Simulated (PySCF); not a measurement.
A structure optimised at B3LYP-D3(BJ)/def2-TZVP, used in a PySCF frequency run:

```xyz
3

B      0.0000     0.0000     0.0000
Cl     0.0000     0.0000    -1.6135
Cl     0.0000     0.0000     1.6135
```
Charge +1, spin multiplicity 1.

Question: Write its SMILES, formula and point group.

Answer: Cl[B+]Cl, BCl₂, D∞h

Question: What are its rotational constants (standard atomic weights)?

Answer: 2.7381 GHz (linear rotor, B only)
